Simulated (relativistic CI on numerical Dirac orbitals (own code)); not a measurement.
Sensitivity of the levels of Pb65+ to α and to the nuclear radius

These numbers are calculated, not measured: Dirac-Coulomb-Breit CI, separate exchange-only KLI orbitals for each configuration, derivatives by finite differences, unscaled Slater integrals, QED left out (own radial code, finite nucleus).

CI space (outside the closed core [Ne]): 3s2 3p5, 3s2 3p4 3d, 3s 3p6, 3s 3p5 3d, 3s 3p4 3d2, 3p6 3d, 3p5 3d2, 3p4 3d3. Double excitations out of closed p, d and f shells are left out; levels of such configurations are missing from the list, as are those of other unlisted configurations, and high levels can miss mixing partners.

With x = (α/α₀)² − 1 an excitation energy changes as ω = ω₀ + qx; K = 2q/ω₀ is the relative enhancement. Terms are leading LS components, so labels can repeat. The field-shift factor is F = δν/δ⟨r²⟩ for the transition from the lowest level.

Lowest level 3s2 3p5 2P°_3/2.

```tsv
Level	ω₀ (cm⁻¹)	q (cm⁻¹)	K	F (GHz/fm²)
3s2 3p4 3d 4D_3/2	2150591	173600	0.161	23.6
3s2 3p4 3d 4D_5/2	2212216	183700	0.166	26.3
3s2 3p4 3d 4P_1/2	2220128	185900	0.167	1.77
3s2 3p4 3d 2F_7/2	2237849	158700	0.142	28.7
3s2 3p4 3d 2D_3/2	2434780	186600	0.153	28.8
3s2 3p4 3d 2F_7/2	3190640	1.221e+06	0.765	66.3
3s2 3p4 3d 4F_9/2	3211268	1.21e+06	0.754	74
3s2 3p4 3d 2P_1/2	3285633	1.258e+06	0.765	-26.7
3s2 3p4 3d 2D_5/2	3485827	1.238e+06	0.71	65.5
3s2 3p4 3d 2P_3/2	3556430	1.25e+06	0.703	67.7
3s2 3p4 3d 2D_5/2	3600192	1.254e+06	0.697	53.2
3s2 3p5 2P°_1/2	4627141	5.962e+06	2.58	-1430
3s 3p6 2S_1/2	6447674	6.396e+06	1.98	-12700
3s2 3p4 3d 4D_1/2	6673225	6.142e+06	1.84	-2030
3s2 3p4 3d 4F_3/2	6767198	6.121e+06	1.81	-1380
3s2 3p4 3d 4F_5/2	6835630	6.103e+06	1.79	-1370
3s2 3p4 3d 2G_7/2	6848325	6.092e+06	1.78	-1370
3s2 3p4 3d 2D_5/2	7148771	6.134e+06	1.72	-1400
3s2 3p4 3d 2P_3/2	7180175	6.151e+06	1.71	-1400
3s2 3p4 3d 2P_1/2	7262950	6.27e+06	1.73	-4780
3s2 3p4 3d 4D_7/2	7745951	7.167e+06	1.85	-1340
3s2 3p4 3d 2P_3/2	7829194	7.178e+06	1.83	-1360
3s2 3p4 3d 2F_5/2	7867135	7.179e+06	1.83	-1350
```

At this charge energies of transitions that change n are usually good to better than 1 %, and those within a shell (Δn = 0) to a few per cent.
